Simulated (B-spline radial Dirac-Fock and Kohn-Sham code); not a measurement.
**Conversion-electron coefficients: Rh, 176 keV**

Z = 45 (rhodium), transition energy 176 keV. Level of theory: a Dirac-Hartree-Slater potential of the neutral atom with a Latter tail (no hole, which puts coefficients of high multipoles low close above an edge), finite nucleus with surface currents; a radial finite-basis atomic code. Subshells that would emit electrons below 1 keV are left out.

```
subshell  electron energy (keV)        E2       E4        M2        M3       M4
       K                 152.78     0.149     3.55     0.400      2.23     12.3
      L1                 172.59    0.0148    0.321    0.0510     0.326     2.07
      L2                 172.85   0.00466     1.05   0.00476    0.0476    0.425
      L3                 173.00   0.00510    0.916   0.00350    0.0798     1.12
      M1                 175.37   0.00271   0.0588   0.00969    0.0629    0.407
      M2                 175.48  0.000922    0.211  0.000951   0.00958   0.0862
      M3                 175.50   0.00101    0.185  0.000704    0.0163    0.233
      M4                 175.69  3.46e-06  0.00274  4.46e-06  0.000131  0.00260
      M5                 175.69  3.77e-06  0.00257  1.15e-06  3.95e-05  0.00174
   total                            0.179     6.37     0.473      2.79     16.8
```

Q: For a pure M2 transition, what fraction of decays emits a photon?

A: 1/(1 + α) = 0.679 with the total α = 0.473; the total includes the outer subshells that are not listed.

Values without a named source are computed, but for edge energies of neutral atoms, which are taken from tables.
